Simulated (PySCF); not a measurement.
Job file and geometry (Å, from GFN2-xTB) of an NMR shielding run on SMILES C(#C)C1=CSN=C1, C5H3NS, GIAO PBE0/pcSseg-1 NMR shielding, non-relativistic, gas phase (PySCF 2.14.0, density-fitted response routines); density fitting, a coarse starting grid and PySCF grid level 2 are the driver's defaults:

```
$ OMP_NUM_THREADS=1 python probes_run.py task.json out

{"job": {"kind": "nmr", "xc": "PBE0", "basis": "pcSseg-1"}, "charge": 0, "multiplicity": 1}
C      2.482754    -0.283258     0.525676
C      1.316124    -0.176796     0.263342
C     -0.051739    -0.034076    -0.035814
C     -0.862825     1.059848     0.369691
N     -2.108390     1.013638    -0.004895
S     -2.418091    -0.335318    -0.870546
C     -0.814553    -0.918465    -0.759969
H      3.502100    -0.376938     0.753703
H     -0.518273     1.898303     0.949528
H     -0.518224    -1.842283    -1.213243
```

Q: What does the program print?

A: 
```
coarse grid: 9976 points
cycle   1  E = -644.6298369471  dE =  1.433e+00  |g| = 3.750e-01  |ddm| = 3.575e+00
cycle   2  E = -644.6127123071  dE =  1.712e-02  |g| = 4.528e-01  |ddm| = 1.141e+00
cycle   3  E = -644.6613466655  dE = -4.863e-02  |g| = 1.389e-01  |ddm| = 6.923e-01
cycle   4  E = -644.6656080532  dE = -4.261e-03  |g| = 4.571e-02  |ddm| = 1.742e-01
cycle   5  E = -644.6661015699  dE = -4.935e-04  |g| = 1.771e-02  |ddm| = 7.709e-02
cycle   6  E = -644.6661750527  dE = -7.348e-05  |g| = 6.689e-03  |ddm| = 2.493e-02
cycle   7  E = -644.6661854889  dE = -1.044e-05  |g| = 2.163e-03  |ddm| = 7.325e-03
cycle   8  E = -644.6661865443  dE = -1.055e-06  |g| = 6.010e-04  |ddm| = 1.933e-03
final grid: 94896 points
cycle   9  E = -644.7100867267  dE = -1.913e-05  |g| = 7.754e-03  |ddm| = 5.871e-02
cycle  10  E = -644.7100639872  dE =  2.274e-05  |g| = 1.209e-02  |ddm| = 2.185e-02
cycle  11  E = -644.7101005934  dE = -3.661e-05  |g| = 2.030e-03  |ddm| = 1.494e-02
cycle  12  E = -644.7101015718  dE = -9.784e-07  |g| = 4.488e-04  |ddm| = 1.849e-03
cycle  13  E = -644.7101016170  dE = -4.522e-08  |g| = 1.536e-04  |ddm| = 5.652e-04
cycle  14  E = -644.7101016217  dE = -4.729e-09  |g| = 7.058e-05  |ddm| = 2.292e-04
cycle  15  E = -644.7101016230  dE = -1.255e-09  |g| = 1.801e-05  |ddm| = 9.129e-05
cycle  16  E = -644.7101016230  dE = -6.321e-11  |g| = 5.667e-06  |ddm| = 1.890e-05
converged SCF energy = -644.7101016230

GIAO shielding tensors (ppm)
atom      isotropic    diamagn.    paramagn.     s11        s22        s33       span
  0 C       96.343     260.034    -163.691     28.731     50.209    210.088    181.357
  1 C      107.038     244.282    -137.244     10.062     10.491    300.561    290.499
  2 C       64.005     257.643    -193.638     -6.181     55.009    143.187    149.368
  3 C       22.732     247.135    -224.403    -56.307     12.565    111.939    168.246
  4 N      -78.539     327.370    -405.909   -342.402   -125.408    232.194    574.596
  5 S      110.970    1055.931    -944.961    -53.338    176.514    209.735    263.073
  6 C       23.415     252.621    -229.206    -76.860      7.615    139.491    216.351
  7 H       28.789      33.960      -5.171     24.374     25.243     36.750     12.375
  8 H       23.120      29.446      -6.325     19.768     23.822     25.771      6.003
  9 H       23.060      31.114      -8.054     21.513     21.951     25.715      4.203
```

Q: Turn these shieldings into chemical shifts. References, each an isolated molecule treated in the same way: TMS for 13C (σ = 186.93 ppm), 1H (σ = 31.72 ppm); 15N (σ = 267.73 ppm) against NH3; CS2 for 33S (σ = 503.73 ppm).

A: Averaging equivalent atoms: C 3: 164.2; C 6: 163.5; C 2: 122.9; C 0: 90.6; C 1: 79.9; N 4: 346.3; S 5: 393; H 9: 8.66; H 8: 8.60; H 7: 2.93 ppm. Experimental scales use liquid or dissolved standards, which lie at an offset from isolated NH3 (liquid NH3: subtract about 20 ppm). Unscaled 15N shifts of sp2 nitrogen come out 20 to 40 ppm too high even then.

Size and cost of the density-fitted run: 141 basis functions, 50 s wall time on 1 thread of an Intel Xeon, shared host; peak memory 0.8 GiB.
